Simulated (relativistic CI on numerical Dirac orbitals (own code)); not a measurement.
**Pr44+: q coefficients and field-shift factors**

Computed by Dirac-Coulomb-Breit CI, separate exchange-only KLI orbitals for each configuration, derivatives by finite differences, unscaled Slater integrals, QED left out (own radial code, finite nucleus).

CI space (outside the closed core [Ne]): 3s²3p³, 3s3p⁴, 3s²3p²3d, 3p⁵, 3s3p³3d, 3p⁴3d, 3s²3p3d², 3s²3d³, 3s3p3d³, 3p³3d², 3p²3d³. Double excitations out of closed p, d and f shells are left out; levels of such configurations are missing from the list, as are those of other unlisted configurations, and high levels can miss mixing partners.

With x = (α/α₀)² − 1 an excitation energy changes as ω = ω₀ + qx; K = 2q/ω₀ is the relative enhancement. Terms are leading LS components, so labels can repeat. The field-shift factor is F = δν/δ⟨r²⟩ for the transition from the lowest level.

Lowest level 3s²3p³ ²P°3/2.

| Level | ω₀ (cm⁻¹) | q (cm⁻¹) | K | F (GHz/fm²) |
| --- | --- | --- | --- | --- |
| 3s²3p³ ⁴S°3/2 | 893350 | 1.093e+06 | 2.45 | -56 |
| 3s²3p³ ²D°5/2 | 969128 | 1.093e+06 | 2.26 | -56.6 |
| 3s²3p³ ²P°1/2 | 1061305 | 1.099e+06 | 2.07 | -58.3 |
| 3s²3p²3d ²D3/2 | 1400795 | 60700 | 0.0867 | -12.8 |
| 3s²3p²3d ²D5/2 | 1675435 | 401100 | 0.479 | -169 |
| 3s3p⁴ ⁴P5/2 | 1944280 | 1.137e+06 | 1.17 | -1300 |
| 3s²3p³ ²P°3/2 | 1965832 | 2.196e+06 | 2.23 | -127 |
| 3s3p⁴ ²P3/2 | 2110895 | 1.226e+06 | 1.16 | -1170 |
| 3s3p⁴ ²S1/2 | 2120395 | 1.256e+06 | 1.18 | -1380 |
| 3s²3p²3d ²F5/2 | 2296669 | 1.134e+06 | 0.987 | -46.6 |
| 3s²3p²3d ⁴D3/2 | 2313505 | 1.155e+06 | 0.998 | -147 |
| 3s²3p²3d ⁴D1/2 | 2314622 | 1.143e+06 | 0.987 | -57.1 |
| 3s²3p²3d ²G7/2 | 2368834 | 1.142e+06 | 0.964 | -41.1 |
| 3s²3p²3d ⁴D7/2 | 2521823 | 1.358e+06 | 1.08 | -38.7 |
| 3s²3p²3d ²F5/2 | 2553761 | 1.209e+06 | 0.947 | -110 |
| 3s²3p²3d ²P3/2 | 2556202 | 1.507e+06 | 1.18 | -282 |
| 3s²3p²3d ²G9/2 | 2598776 | 1.366e+06 | 1.05 | -39.1 |
| 3s²3p²3d ²D5/2 | 2601323 | 1.405e+06 | 1.08 | -204 |
| 3s²3p²3d ²D3/2 | 2610377 | 1.206e+06 | 0.924 | -388 |
| 3s²3p²3d ²P1/2 | 2610739 | 1.198e+06 | 0.918 | -225 |
| 3s²3p²3d ²F7/2 | 2754311 | 1.391e+06 | 1.01 | -41.8 |
| 3s²3p²3d ²D5/2 | 2774986 | 1.368e+06 | 0.986 | -128 |
| 3s²3p²3d ²D3/2 | 2803377 | 1.438e+06 | 1.03 | -165 |

At this charge energies of transitions that change n are usually good to better than 1 %, and those within a shell (Δn = 0) to a few per cent.
